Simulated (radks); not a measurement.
Numerical settings for neutral niobium, [Kr] 4d4 5s1. Method: Dirac Kohn-Sham, PBEsol, spin-unpolarised, spherical densities, finite nucleus; open shells fill j = l - 1/2 first; Fermi nuclear charge, rms radius 4.324 fm; computed with a radial shooting solver on a logarithmic mesh with Libxc functionals. The defaults (mesh step 0.008 in ln r, mesh end at 40 bohr or more with all orbitals vanishing there, Anderson mixing 0.5 over 9 steps, residual threshold near 1e-9 with the energy settled to 1e-9 hartree or 1e-11 of itself, here a cap of 66 iterations) give E = -3817.9604 hartree and 4d3/2 at -3.076 eV in 14 iterations. Run on one thread of a shared host, so times are rough (Arm Neoverse V1): 0.13 s of CPU time, 0.13 s wall, 14 iterations on 2437 mesh points. Changes against that run (0 stands for a change within the tolerance of the run):

setting,iterations,converged,E (mhartree),e(4d3/2) (meV),CPU (s)
mesh step in ln r 0.003,14,yes,0,0,0.32
mesh step in ln r 0.005,14,yes,0,0,0.2
mesh step in ln r 0.2,4,no,diverged,-,0.01
mesh end (bohr) 5,14,level above zero,+180,+3.51e+03,0.09
mesh end (bohr) 12,14,yes,+0.142,+14.8,0.12
residual threshold 1e-16,66,no,0,0,0.3
residual threshold 0.001,9,yes,0,+0.778,0.1
mixing 0.05,24,yes,0,0,0.2
"linear mixing, mixing 0.8",66,no,+1.15e+03,+1.21e+03,0.79
"linear mixing, mixing 0.2",66,no,0,0,0.39
mixing history 2,22,yes,0,0,0.17
iteration cap 2,2,no,+81.4,-3.98e+03,0.03

Settled on a wrong energy, with an occupied level pushed above zero by the early mesh end: mesh end (bohr) 5 (+0.18 hartree). Apart from these: no run marked as converged misses the energy by more than 1 mhartree. A mesh that ends early acts as a hard wall.
